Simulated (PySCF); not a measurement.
C$_{4}$H$_{12}$Si, singlet, at a GFN2-xTB geometry; BHANDHLYP/6-31G (PySCF).

The PySCF input:
```python
from pyscf import gto, scf, dft

mol = gto.Mole()
mol.atom = '''
    Si   -0.565101    1.424939    0.190707
    C     0.136148   -0.343307   -0.045947
    C     0.264961   -1.043751    1.307484
    C    -0.795638   -1.163689   -0.939107
    C     1.516576   -0.278568   -0.701093
    H    -1.885474    1.341135    0.818520
    H    -0.680585    2.077752   -1.115071
    H     0.340419    2.193212    1.047648
    H     0.663546   -2.050929    1.180852
    H    -0.703539   -1.123144    1.797636
    H     0.935747   -0.495622    1.966380
    H    -1.786240   -1.245582   -0.495770
    H    -0.898885   -0.703091   -1.919787
    H    -0.403037   -2.171544   -1.078413
    H     1.461513    0.200474   -1.676814
    H     2.213444    0.285507   -0.084053
    H     1.922222   -1.281430   -0.839056
'''
mol.basis = '6-31g'
mol.charge = 0
mol.spin = 0
mol.verbose = 4
mol.build()

mf = dft.RKS(mol)
mf.xc = 'bhandhlyp'
mf.kernel()
```

It wrote (shortened):

```
PySCF version 2.14.0

[INPUT] verbose = 4
[INPUT] num. atoms = 17
[INPUT] num. electrons = 50
[INPUT] charge = 0
[INPUT] spin (= nelec alpha-beta = 2S) = 0
[INPUT] symmetry False subgroup None
[INPUT] Mole.unit = angstrom
[INPUT] Symbol           X                Y                Z      unit          X                Y                Z       unit  Magmom
[INPUT]  1 Si    -0.565101000000   1.424939000000   0.190707000000 AA   -1.067886122718   2.692744454212   0.360384000037 Bohr   0.0
[INPUT]  2 C      0.136148000000  -0.343307000000  -0.045947000000 AA    0.257282432407  -0.648756206646  -0.086827246245 Bohr   0.0
[INPUT]  3 C      0.264961000000  -1.043751000000   1.307484000000 AA    0.500703723691  -1.972403532241   2.470786672251 Bohr   0.0
[INPUT]  4 C     -0.795638000000  -1.163689000000  -0.939107000000 AA   -1.503537914297  -2.199053504169  -1.774655031662 Bohr   0.0
[INPUT]  5 C      1.516576000000  -0.278568000000  -0.701093000000 AA    2.865913287088  -0.526417227068  -1.324873757850 Bohr   0.0
[INPUT]  6 H     -1.885474000000   1.341135000000   0.818520000000 AA   -3.563029474988   2.534377846069   1.546778627479 Bohr   0.0
[INPUT]  7 H     -0.680585000000   2.077752000000  -1.115071000000 AA   -1.286119254487   3.926382234767  -2.107178799445 Bohr   0.0
[INPUT]  8 H      0.340419000000   2.193212000000   1.047648000000 AA    0.643298677598   4.144570013110   1.979767794948 Bohr   0.0
[INPUT]  9 H      0.663546000000  -2.050929000000   1.180852000000 AA    1.253920211051  -3.875694110928   2.231486873645 Bohr   0.0
[INPUT] 10 H     -0.703539000000  -1.123144000000   1.797636000000 AA   -1.329496027950  -2.122434558449   3.397039711659 Bohr   0.0
[INPUT] 11 H      0.935747000000  -0.495622000000   1.966380000000 AA    1.768305551883  -0.936589841309   3.715919656822 Bohr   0.0
[INPUT] 12 H     -1.786240000000  -1.245582000000  -0.495770000000 AA   -3.375504392743  -2.353808845688  -0.936869520776 Bohr   0.0
[INPUT] 13 H     -0.898885000000  -0.703091000000  -1.919787000000 AA   -1.698646467480  -1.328649430647  -3.627871647500 Bohr   0.0
[INPUT] 14 H     -0.403037000000  -2.171544000000  -1.078413000000 AA   -0.761629548066  -4.103623427443  -2.037905219171 Bohr   0.0
[INPUT] 15 H      1.461513000000   0.200474000000  -1.676814000000 AA    2.761859297491   0.378840955096  -3.168719221836 Bohr   0.0
[INPUT] 16 H      2.213444000000   0.285507000000  -0.084053000000 AA    4.182802952062   0.539530036646  -0.158837149948 Bohr   0.0
[INPUT] 17 H      1.922222000000  -1.281430000000  -0.839056000000 AA    3.632473130614  -2.421551747801  -1.585586043173 Bohr   0.0

nuclear repulsion = 248.382147117456
number of shells = 51
number of NR pGTOs = 182
number of NR cGTOs = 73
basis = 6-31g
ecp = {}

******** <class 'pyscf.dft.rks.RKS'> ********
method = RKS
initial guess = minao
damping factor = 0
level_shift factor = 0
DIIS = <class 'pyscf.scf.diis.CDIIS'>
diis_start_cycle = 1
diis_space = 8
diis_damp = 0
SCF conv_tol = 1e-09
SCF conv_tol_grad = None
SCF max_cycles = 50
direct_scf = True
direct_scf_tol = 1e-13
XC library pyscf.dft.libxc version 7.1.2
    S. Lehtola, C. Steigemann, M. J. T. Oliveira, and M. A. L. Marques,  SoftwareX 7, 1–5 (2018)
XC functionals = bhandhlyp
    A. D. Becke,  J. Chem. Phys. 98, 1372 (1993)
    Defined through Gaussian implementation.
radial grids:
    Treutler-Ahlrichs [JCP 102, 346 (1995); DOI:10.1063/1.469408] (M4) radial grids

becke partition: Becke, JCP 88, 2547 (1988); DOI:10.1063/1.454033
pruning grids: <function nwchem_prune>
grids dens level: 3
symmetrized grids: False
atomic radii adjust function: <function treutler_atomic_radii_adjust>
small_rho_cutoff = 0
Set gradient conv threshold to 3.16228e-05
Initial guess from minao.
tot grids = 193352
init E= -449.246091352239
  HOMO = -0.30976536564548  LUMO = 0.0271093087658045  gap/eV = 9.16683
cycle= 1 E= -448.898153818274  delta_E= 0.348  |g|= 0.288  |ddm|= 3.27
  HOMO = -0.301578701717672  LUMO = 0.0836549718581698  gap/eV = 10.48274
cycle= 2 E= -448.911319352774  delta_E= -0.0132  |g|= 0.211  |ddm|= 0.528
  HOMO = -0.332589881136241  LUMO = 0.0770234656859743  gap/eV = 11.14615
cycle= 3 E= -448.923562940695  delta_E= -0.0122  |g|= 0.0301  |ddm|= 0.258
  HOMO = -0.326351058289055  LUMO = 0.0795450035471299  gap/eV = 11.04499
cycle= 4 E= -448.923790842095  delta_E= -0.000228  |g|= 0.0118  |ddm|= 0.044
  HOMO = -0.328053923729242  LUMO = 0.0790409771768745  gap/eV = 11.07762
cycle= 5 E= -448.923827124575  delta_E= -3.63e-05  |g|= 0.000985  |ddm|= 0.0123
  HOMO = -0.328069302761472  LUMO = 0.0790376133720891  gap/eV = 11.07794
cycle= 6 E= -448.92382739553  delta_E= -2.71e-07  |g|= 0.000118  |ddm|= 0.00179
  HOMO = -0.328034153680259  LUMO = 0.0790615637508825  gap/eV = 11.07764
cycle= 7 E= -448.923827401073  delta_E= -5.54e-09  |g|= 2.19e-05  |ddm|= 0.000306
  HOMO = -0.328039846011989  LUMO = 0.0790571216230744  gap/eV = 11.07767
cycle= 8 E= -448.923827401274  delta_E= -2.01e-10  |g|= 3.16e-06  |ddm|= 5.94e-05
  HOMO = -0.328039263138771  LUMO = 0.079057880610689  gap/eV = 11.07768
Extra cycle  E= -448.923827401282  delta_E= -8.07e-12  |g|= 1.17e-06  |ddm|= 9.21e-06
converged SCF energy = -448.923827401282
```
